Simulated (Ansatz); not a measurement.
Two structures of Si$_{2}$NH$_{7}$OF$_{2}$, singlet, reached by relaxing down either side of one saddle point (PBE0-D4/def2-TZVP). Energies are electronic, without zero-point energy. Computed with Ansatz 0.2.0 (basis: def2-TZVPP and def2-QZVPP); correlated methods freeze the cores. Extrapolation: Hartree–Fock as exp(−7.88 √X), correlation as X^−2.97. First:

| atom | x (Å) | y (Å) | z (Å) |
| --- | --- | --- | --- |
| Si1 | -0.5219 | 0.8372 | 0.3915 |
| O2 | -0.0251 | -0.5527 | -0.3514 |
| Si3 | -0.7683 | -1.7435 | -1.2039 |
| F4 | -0.1940 | 2.2500 | -0.3207 |
| F5 | -0.6770 | 0.8353 | 1.9998 |
| H6 | -1.9731 | 0.7988 | 0.0654 |
| H7 | 1.7905 | 0.1570 | 1.4359 |
| N8 | 1.5140 | 0.9671 | 0.8934 |
| H9 | -2.0575 | -1.2827 | -1.7783 |
| H10 | 0.1447 | -2.1518 | -2.3018 |
| H11 | -1.0124 | -2.9122 | -0.3194 |
| H12 | 1.7025 | 1.8012 | 1.4380 |
| H13 | 2.0775 | 0.9962 | 0.0515 |

Second:

Si1  (-0.454, 1.783, 0.734)
O2  (0.916, -1.250, -1.047)
Si3  (-0.449, -2.157, -0.981)
F4  (-0.565, 3.086, 1.632)
F5  (-1.340, 0.685, 1.451)
H6  (-0.965, 2.100, -0.604)
H7  (0.983, -0.488, -0.450)
N8  (1.125, 1.145, 0.636)
H9  (-1.671, -1.334, -1.209)
H10  (-0.338, -3.175, -2.054)
H11  (-0.607, -2.843, 0.332)
H12  (1.561, 0.803, 1.482)
H13  (1.803, 1.646, 0.078)
(Å)

Which bonds change from the first to the second?

Si₂H₄OF₂ ([F][SiH]([F])[O][SiH3]) + NH₃ → SiNH₃F₂ ([NH2][SiH]([F])[F]) + SiH₄O ([OH][SiH3]); bonds formed: O2–H7; dative contacts that become bonds: Si1–N8; bonds broken: Si1–O2, H7–N8.

Give the saddle point's structure and its height above each. (To be estimated.)

The calculation gives: 1.395 eV above the first and 0.814 eV above the second (CCSD(T) at an estimated basis limit (MP2 extrapolated from triple and quadruple zeta, plus CCSD(T) − MP2 in triple zeta)).
Si1  (-0.383, 1.259, 0.350)
O2  (0.103, -0.428, -0.654)
Si3  (-0.631, -1.886, -0.865)
F4  (-0.473, 2.641, 1.194)
F5  (-1.315, 0.364, 1.288)
H6  (-0.862, 1.763, -0.942)
H7  (1.093, -0.089, -0.079)
N8  (1.392, 0.933, 0.644)
H9  (-2.049, -1.662, -1.243)
H10  (0.061, -2.627, -1.952)
H11  (-0.574, -2.705, 0.376)
H12  (1.617, 0.808, 1.624)
H13  (2.022, 1.627, 0.260)
(Å)

No T1 diagnostic of these runs exceeds 0.012. The start structure is not quite a true minimum (one mode of 25i cm⁻¹).

Labels in which every atom is bracketed show which atoms are joined, not bond orders.

For scale, one of the runs: CCSD(T)/def2-TZVPP, 306 basis functions, launched by `ansatz run in.yaml --threads 4 --pin off --events-out ev --progress --plain --max-ram 46080MiB --backend cuda --devices 0, --max-vram 37GiB`. Hardware: 4 CPU threads of an AMD EPYC 7R13 and a share of one NVIDIA H100, shared host. Wall time 7.5 s; peak host memory 0.87 GiB.
